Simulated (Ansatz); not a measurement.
Stepwise reaction of `C[Si](N)(N)Cl` with water, as a gas-phase model of exchange steps in deposition or etching. ΔE in kJ/mol; ΔG adds harmonic PBE0-D4 terms to CCSD(T)/CBS, at 1 bar.

Calculated with Ansatz (gas phase, PBE0-D4/def2-TZVP geometries, no zero-point term in ΔE). CCSD(T)/CBS is the MP2 limit (def2-TZVPP, def2-QZVPP) plus CCSD(T) − MP2 in def2-TZVPP, frozen cores. This one scheme is used for every species. DFT in def2-TZVPP. B3LYP here is the variant with VWN-RPA as its local correlation; programs differ in this. One conformer a species, not always the lowest.

```
step                                       reaction  PBE-D4  B3LYP-D4  ωB97M-V  CCSD(T)/CBS  ΔG(400 K)
   2  `C[Si](N)(O)Cl` + H₂O → `C[Si](O)(O)Cl` + NH₃   -44.6     -47.7    -47.7        -45.1      -43.7
```

Give the row of step 1, `C[Si](N)(N)Cl` + H₂O → `C[Si](N)(O)Cl` + NH₃. (Best estimate.)

Ansatz gave: 
```tsv
step	reaction	PBE-D4	B3LYP-D4	ωB97M-V	CCSD(T)/CBS	ΔG(400 K)
1	`C[Si](N)(N)Cl` + H₂O → `C[Si](N)(O)Cl` + NH₃	-43.8	-46.3	-46.0	-42.9	-41.3
```

By hand: ΔE of the 2 steps together at CCSD(T)/CBS.

(-42.9) + (-45.1) = -88.0 kJ/mol, or -44.0 kJ/mol a step.

In ΔE the steps differ by no more than 2.2 kJ/mol. All are downhill at CCSD(T)/CBS. ΔG lies between -43.7 and -41.3 kJ/mol a step. PBE-D4 differs from CCSD(T)/CBS by -0.9 to 0.5 kJ/mol a step. Only this route is followed, and other bonds may react first. Isolated molecules leave out the surface, adducts and barriers. Largest T1 diagnostic: 0.010.
